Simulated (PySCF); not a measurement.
revPBE on Tm (thulium, neutral), [Xe] 4f14 6s1, 2S determinant (an excited configuration). Computed with PySCF 2.14 in ANO-RCC-VTZP (8s7p5d3f2g1h, 104 functions), with scalar relativity by spin-free X2C-1e.

```
cycle= 1 E= -13566.7257850413  delta_E= 0.229  |g|= 1.79  |ddm|= 0.533
cycle= 2 E= -13564.3817394432  delta_E= 2.34  |g|= 5.42  |ddm|= 1.23
cycle= 3 E= -13567.0106462109  delta_E= -2.63  |g|= 0.295  |ddm|= 0.851
cycle= 4 E= -13567.0205743633  delta_E= -0.00993  |g|= 0.131  |ddm|= 0.105
cycle= 5 E= -13567.0225119222  delta_E= -0.00194  |g|= 0.000888  |ddm|= 0.0295
cycle= 6 E= -13567.0225121855  delta_E= -2.63e-07  |g|= 4.65e-05  |ddm|= 0.000669
cycle= 7 E= -13567.0225121856  delta_E= -1.56e-10  |g|= 7.71e-07  |ddm|= 7.73e-06
converged SCF energy = -13567.0225121856  <S^2> = 0.75013175  2S+1 = 2.0001317
```

Highest occupied orbital energy: 5.039 eV; ⟨L²⟩ = 0.00; populations by l: s 11.00, p 24.00, d 20.00, f 14.00.

Can this result be used?

Not for this state. Self-consistency was reached. Spin-orbit coupling, which splits the p, d and f shells strongly at this Z, is absent. At revPBE the highest occupied level has a positive energy, so only the finite basis holds that electron; for this excited configuration the basis is too tight for the outer shell.
